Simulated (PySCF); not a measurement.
# Electron correlation in Se (selenium, neutral)

[Ar] 3d10 4s2 4p4, high-spin 3P determinant. Computed with PySCF 2.14 in x2c-TZVPall, with scalar relativity by spin-free X2C-1e. Frozen: [Ar] 3d10; 6 electrons correlated.

MP2 pair energies summed by pair of shells (mhartree):

```csv
pair,energy,share (%)
4s-4p,-46.45,46.4
4p-4p,-44.81,44.8
4s-4s,-8.75,8.7
```

Total MP2 correlation energy: -100.01 mhartree.

Same-spin part -22.82 and opposite-spin part -77.18 mhartree; SCS-MP2 scales them by 1/3 and 6/5 to -100.23 mhartree.

| level | correlation energy (mhartree) |
| --- | --- |
| CCSD | -118.55 |
| (T) | -3.58 |
| CCSD(T) | -122.13 |

Diagnostics: T1 = 0.0080, D1 = 0.0247, largest double amplitude 0.049.

Cost of the coupled-cluster step: 1 s of wall time on 1 thread of Neoverse-N1 (shared host), for 6 correlated electrons.

Iterations:

```
CC2 = 0
CCSD nocc = (np.int64(4), np.int64(2)), nmo = (34, 34)
frozen orbitals [[0, 1, 2, 3, 4, 5, 6, 7, 8, 9, 10, 11, 12, 13], [0, 1, 2, 3, 4, 5, 6, 7, 8, 9, 10, 11, 12, 13]]
max_cycle = 100
direct = 0
conv_tol = 1e-08
conv_tol_normt = 1e-06
diis_space = 8
diis_start_cycle = 0
Init t2, MP2 energy = -0.10000753017709
Init E_corr(UCCSD) = -0.100007530189172
cycle = 1  E_corr(UCCSD) = -0.114309974893487  dE = -0.0143024447  norm(t1,t2) = 0.0405159
cycle = 2  E_corr(UCCSD) = -0.117309804118389  dE = -0.00299982922  norm(t1,t2) = 0.0126228
cycle = 3  E_corr(UCCSD) = -0.118595869161326  dE = -0.00128606504  norm(t1,t2) = 0.00491432
cycle = 4  E_corr(UCCSD) = -0.118553216792253  dE = 4.26523691e-05  norm(t1,t2) = 0.000667952
cycle = 5  E_corr(UCCSD) = -0.118554074183835  dE = -8.57391582e-07  norm(t1,t2) = 0.000134059
cycle = 6  E_corr(UCCSD) = -0.118554206450132  dE = -1.32266298e-07  norm(t1,t2) = 3.55182e-05
cycle = 7  E_corr(UCCSD) = -0.118554472128704  dE = -2.65678572e-07  norm(t1,t2) = 7.83682e-06
cycle = 8  E_corr(UCCSD) = -0.118554340066243  dE = 1.32062461e-07  norm(t1,t2) = 1.59596e-06
cycle = 9  E_corr(UCCSD) = -0.118554355861002  dE = -1.57947589e-08  norm(t1,t2) = 3.08115e-07
cycle = 10  E_corr(UCCSD) = -0.118554355744252  dE = 1.16750193e-10  norm(t1,t2) = 6.21166e-08
UCCSD converged
E(UCCSD) = -2428.184954526069  E_corr = -0.1185543557442517
UCCSD(T) correction = -0.00358434097766934
```
